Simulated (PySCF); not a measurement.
SeF2, SMILES F[Se]F. Geometry: ωB97X-D3(BJ)/def2-TZVP.

Give the equilibrium geometry at ωB97X-D3(BJ)/def2-TZVP (PySCF confirms it by a frequency run) as bond lengths and angles, and its point group. (An estimate is asked for; the answer gives what the named calculation found.)

point group C2v.
Atoms: Se1 F2 F3. Bonded distances (Å): Se1–F2 1.732, Se1–F3 1.732. Angles (°): F2–Se1–F3 96.3.
Charge 0, spin multiplicity 1.
